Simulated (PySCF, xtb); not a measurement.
Te(Cl)(OH) (ClHOTe), SMILES O[Te]Cl.

xtb with GFN2-xTB at its own geometry gives an orbital gap of 3.25 eV and a dipole moment of 2.29 D.

Geometry optimised at B3LYP-D3(BJ)/def2-TZVP. The def2 effective core potentials stand for the cores of Te; spin–orbit coupling is left out. Other conformers were not sampled.

**Question.** What does CAM-B3LYP/def2-TZVPD (PySCF) give? (The exact figures need the calculation; the answer reports its results.)

**Answer.** gap 6.38 eV (levels -7.84 and -1.46 eV), dipole 2.26 D.
